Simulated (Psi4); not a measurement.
H₄BeSeSi (SMILES [SiH3][Be][SeH]), singlet, geometry from GFN2-xTB (such geometries of metal compounds can be far from the true shape); PBE/6-31G, TDA (Psi4).

Psi4 was given this input:
```
memory 2 GB

molecule mol {
0 1
Be   -0.027159   -0.341809    0.472190
Se    0.332813    0.889806   -1.079655
H     1.647515    1.425212   -1.080982
Si   -0.722627   -1.711427    2.028974
H    -1.626870   -2.792777    1.619035
H    -1.452589   -1.112207    3.152609
H     0.341722   -2.446407    2.723205
symmetry c1
}

set {
  basis 6-31g
  reference rks
  puream true
  save_jk true
  tdscf_states [5]
  tdscf_tda true
  d_convergence 1e-8
}

energy('td-pbe')
print_variables()
```

Output, abridged:

```
   => Loading Basis Set <=

    Name: 6-31G
    Role: ORBITAL
    Keyword: BASIS

         ---------------------------------------------------------
                                   SCF
               by Justin Turney, Rob Parrish, Andy Simmonett
                          and Daniel G. A. Smith
                              RKS Reference
         ---------------------------------------------------------

  ==> Geometry <==

    Molecular point group: c1
    Full point group: C1

    Geometry (in Angstrom), charge = 0, multiplicity = 1:

       Center              X                  Y                   Z               Mass
    ------------   -----------------  -----------------  -----------------  -----------------
         BE          -0.068807650359    -0.467366686686     0.627628848416     9.012183065000
         SE           0.291164349641     0.764248313314    -0.924216151584    79.916521800000
         H            1.605866349641     1.299654313314    -0.925543151584     1.007825032230
         SI          -0.764275650359    -1.836984686686     2.184412848416    27.976926534650
         H           -1.668518650359    -2.918334686686     1.774473848416     1.007825032230
         H           -1.494237650359    -1.237764686686     3.308047848416     1.007825032230
         H            0.300073349641    -2.571964686686     2.878643848416     1.007825032230

  Running in c1 symmetry.

  Rotational constants: A =      2.41125  B =      0.04044  C =      0.04027 [cm^-1]
  Rotational constants: A =  72287.32189  B =   1212.50092  C =   1207.40606 [MHz]
  Nuclear repulsion =  153.223680695062114

  Charge       = 0
  Multiplicity = 1
  Electrons    = 56
  Nalpha       = 28
  Nbeta        = 28

  ==> Algorithm <==

  SCF Algorithm Type is DF.
  DIIS enabled.
  MOM disabled.
  Fractional occupation disabled.
  Guess Type is SAD.
  Energy threshold   = 1.00e-06
  Density threshold  = 1.00e-08
  Integral threshold = 1.00e-12

  ==> Primary Basis <==

  Basis Set: 6-31G
    Blend: 6-31G
    Number of shells: 31
    Number of basis functions: 57
    Number of Cartesian functions: 59
    Spherical Harmonics?: true
    Max angular momentum: 2

  ==> DFT Potential <==

   => LibXC <=

    Version 7.1.2
    S. Lehtola, C. Steigemann, M. J. T. Oliveira, and M. A. L. Marques,  SoftwareX 7, 1–5 (2018) (10.1016/j.softx.2017.11.002)

   => Composite Functional: PBE <=

    PBE GGA Exchange-Correlation Functional

    J.P. Perdew et. al., Phys. Rev. Lett., 77(18), 3865-3868, 1996

    Deriv               =              1
    GGA                 =           TRUE
    Meta                =          FALSE

    Exchange Hybrid     =          FALSE
    MP2 Hybrid          =          FALSE

   => Exchange Functionals <=

    1.0000     XC_GGA_X_PBE

   => Correlation Functionals <=

    1.0000     XC_GGA_C_PBE

   => LibXC Density Thresholds  <==

    XC_GGA_C_PBE:  1.00E-12
    XC_GGA_X_PBE:  1.00E-15

   => Molecular Quadrature <=

    Radial Scheme          =       TREUTLER
    Pruning Scheme         =           NONE
    Nuclear Scheme         =       TREUTLER

    Blocking Scheme        =         OCTREE
    BS radius alpha        =              1
    Pruning alpha          =              1
    Radial Points          =             75
    Spherical Points       =            302
    Total Points           =         150709
    Total Blocks           =           1195
    Max Points             =            256
    Max Functions          =             55
    Weights Tolerance      =       1.00E-15

   => Loading Basis Set <=

    Name: (6-31G AUX)
    Role: JKFIT
    Keyword: DF_BASIS_SCF

  ==> Integral Setup <==

  SCF_SUBTYPE=INCORE selected. In-core MEM_DF algorithm will be used.
  Using in-core AOs.

  ==> MemDFJK: Density-Fitted J/K Matrices <==

    J tasked:                   Yes
    K tasked:                    No
    wK tasked:                   No
    Algorithm:                 Core
    Schwarz Cutoff:           1E-12
    Mask sparsity (%):       9.8492
    Fitting Condition:        1E-10

   => Auxiliary Basis Set <=

  Basis Set: (6-31G AUX)
    Blend: CC-PVDZ-JKFIT + DEF2-UNIVERSAL-JKFIT
    Number of shells: 136
    Number of basis functions: 426
    Number of Cartesian functions: 499
    Spherical Harmonics?: true
    Max angular momentum: 3

  Minimum eigenvalue in the overlap matrix is 2.8758679908E-03.
  Reciprocal condition number of the overlap matrix is 7.0325694334E-04.
    Using symmetric orthogonalization.

  ==> Pre-Iterations <==

  SCF Guess: Superposition of Atomic Densities via on-the-fly atomic UHF (no occupation information).

   -------------------------
    Irrep   Nso     Nmo
   -------------------------
     A         57      57
   -------------------------
    Total      57      57
   -------------------------

  ==> Iterations <==

                           Total Energy        Delta E     RMS |[F,P]|

   @DF-RKS iter SAD: -2704.70138033223202   -2.70470e+03   0.00000e+00
   @DF-RKS iter   1: -2706.42749043017830   -1.72611e+00   3.76584e-02 ADIIS/DIIS
   @DF-RKS iter   2: -2705.38744945872168    1.04004e+00   4.48970e-02 ADIIS/DIIS
   @DF-RKS iter   3: -2707.12281123079310   -1.73536e+00   6.81098e-03 ADIIS/DIIS
   @DF-RKS iter   4: -2707.20343845487696   -8.06272e-02   2.87738e-03 ADIIS/DIIS
   @DF-RKS iter   5: -2707.22723224767697   -2.37938e-02   4.50571e-04 ADIIS/DIIS
   @DF-RKS iter   6: -2707.22781062124250   -5.78374e-04   1.13367e-04 ADIIS/DIIS
   @DF-RKS iter   7: -2707.22785362245713   -4.30012e-05   2.31410e-05 DIIS
   @DF-RKS iter   8: -2707.22785512449400   -1.50204e-06   4.38763e-06 DIIS
   @DF-RKS iter   9: -2707.22785518517503   -6.06810e-08   5.87320e-07 DIIS
   @DF-RKS iter  10: -2707.22785518634055   -1.16552e-09   1.38241e-07 DIIS
   @DF-RKS iter  11: -2707.22785518641012   -6.95763e-11   2.04579e-08 DIIS
   @DF-RKS iter  12: -2707.22785518640831    1.81899e-12   4.15442e-09 DIIS
  Energy and wave function converged.

  ==> Post-Iterations <==

[...]
  @DF-RKS Final Energy: -2707.22785518640831
    Total Energy =                      -2707.2278551864083056
[...]
 Dipole X            :          4.9950104           -4.4074431            0.5875673
 Dipole Y            :         13.5212678          -13.2870791            0.2341887
 Dipole Z            :        -16.4513662           16.4492505           -0.0021156
 Magnitude           :                                                    0.6325221

 ------------------------------------------------------------------------------------

******************************************************************************************
**********                               WARNING                                **********
**********       The names of excited state variables changed between 1.5       **********
**********     and 1.6. For a quick solution, remove the symmetry specifier     **********
**********   from the variable name. For full details, see 'Notes on Psivars'   **********
**********                        in the documentation.                         **********
******************************************************************************************

         ---------------------------------------------------------
                         TDSCF excitation energies
                 by Andrew M. James and Daniel G. A. Smith
         ---------------------------------------------------------

  ==> Options <==

     Residual threshold  : 1.0000e-06
     Initial guess       : denominators
     Reference           : RHF
     Solver type         : TDA (Davidson)

  ==> Requested Excitations <==

      5 singlet states with A symmetry

  ==> Seeking the lowest 5 singlet states with A symmetry

                         Generalized Davidson Solver
                               By Ruhee Dcunha

  ==> Options <==

    Max number of iterations        = 60
    Eigenvector tolerance           = 1.0000e-06
    Max number of expansion vectors = 1500

  => Iterations <=
                           Max[D[value]]     Max[|R|]   # vectors
  DavidsonSolver iter   1:   2.14555e-01  4.92700e-02     20
  DavidsonSolver iter   2:   4.80224e-03  1.24603e-02     25
  DavidsonSolver iter   3:   1.30336e-04  1.09139e-03     30
  DavidsonSolver iter   4:   1.55688e-06  6.71682e-05     35
  DavidsonSolver iter   5:   4.94983e-09  3.54404e-06     40
  DavidsonSolver iter   6:   1.11670e-11  4.34485e-07     43      Converged

******************************************************************************************
**********                               WARNING                                **********
**********  Length-gauge rotatory strengths are **NOT** gauge-origin invariant  **********
******************************************************************************************

                                    Excitation Energy         Total Energy        Oscillator Strength             Rotatory Strength
     #   Sym: GS->ES (Trans)        au              eV              au          au (length)    au (velocity)    au (length)    au (velocity)
    ---- -------------------- --------------- --------------- --------------- --------------- --------------- --------------- ---------------
     1        A->A (1 A)       0.14670         3.99180        -2707.08116      0.0025          0.0003          0.0005         -0.0001
     2        A->A (1 A)       0.17380         4.72943        -2707.05405      0.0070          0.0056          0.0025          0.0014
     3        A->A (1 A)       0.19627         5.34086        -2707.03158      0.1008          0.0150         -0.0158         -0.0085
     4        A->A (1 A)       0.20215         5.50070        -2707.02571      0.0023          0.0003          0.0155          0.0105
     5        A->A (1 A)       0.21314         5.79970        -2707.01472      0.0091          0.0008          0.0261          0.0037

Contributing excitations
Only contributions with abs(coeff) > 1.00e-01 will be printed:

Excited State    1 (1 A):   0.14670 au   310.60 nm f = 0.0025
  Sums of squares: Xssq =  1.000000e+00
     28a  ->  29a     0.997395 (99.480%)

Excited State    2 (1 A):   0.17380 au   262.15 nm f = 0.0070
  Sums of squares: Xssq =  1.000000e+00
     26a  ->  29a    -0.179641 ( 3.227%)
     27a  ->  29a     0.907455 (82.347%)
     28a  ->  30a     0.368776 (13.600%)

Excited State    3 (1 A):   0.19627 au   232.14 nm f = 0.1008
  Sums of squares: Xssq =  1.000000e+00
     25a  ->  29a    -0.100543 ( 1.011%)
     26a  ->  29a    -0.419905 (17.632%)
     27a  ->  29a    -0.387103 (14.985%)
     27a  ->  31a     0.171727 ( 2.949%)
     28a  ->  30a     0.774414 (59.972%)

Excited State    4 (1 A):   0.20215 au   225.40 nm f = 0.0023
  Sums of squares: Xssq =  1.000000e+00
     24a  ->  29a    -0.132091 ( 1.745%)
     26a  ->  30a     0.232482 ( 5.405%)
     27a  ->  30a    -0.947244 (89.727%)
     28a  ->  31a     0.120615 ( 1.455%)

Excited State    5 (1 A):   0.21314 au   213.78 nm f = 0.0091
  Sums of squares: Xssq =  1.000000e+00
     24a  ->  29a    -0.136906 ( 1.874%)
     24a  ->  30a    -0.108322 ( 1.173%)
     25a  ->  29a     0.958526 (91.877%)
     26a  ->  29a     0.128372 ( 1.648%)
     28a  ->  30a     0.118457 ( 1.403%)

******************************************************************************************
**********                               WARNING                                **********
**********       The names of excited state variables changed between 1.5       **********
**********     and 1.6. For a quick solution, remove the symmetry specifier     **********
**********   from the variable name. For full details, see 'Notes on Psivars'   **********
**********                        in the documentation.                         **********
******************************************************************************************

  Variable Map:
  ----------------------------------------------------------------------------
[...]
  Array Variable Map:
  ----------------------------------------------------------------------------
[...]
[...]
```
